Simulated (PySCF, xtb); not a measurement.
H₃OSi, SMILES [SiH3][O], multiplicity 2.

The structure is a stationary point at B3LYP-D3(BJ)/def2-TZVP. The isomer is the one that the SMILES or the coordinates give; other isomers of the formula were not compared.

The numbers are results of PySCF with IEF-PCM-M06-2X/def2-TZVPD, not measurements.

The values are the electrostatic part of the solvation free energy, E(continuum) − E(gas) at the gas-phase geometry, in a cavity of scaled van der Waals radii (PySCF's table); cavitation and dispersion terms are not included. The dipole moment in vacuum is 1.68 D.

Computed values in water (ε = 78.36), 2-propanol (ε = 19.26), acetonitrile (ε = 35.69):
```json
[
 {"solvent": "water", "ε": "78.36", "ΔG(elec) (kcal/mol)": "-2.0", "dipole (D)": "2.14"},
 {"solvent": "2-propanol", "ε": "19.26", "ΔG(elec) (kcal/mol)": "-1.8", "dipole (D)": "2.11"},
 {"solvent": "acetonitrile", "ε": "35.69", "ΔG(elec) (kcal/mol)": "-1.9", "dipole (D)": "2.13"}
]
```

For comparison, GFN2-xTB/ALPB(water) (xtb, at the GFN2-xTB geometry, all terms of that model) gives 0.2 kcal/mol.
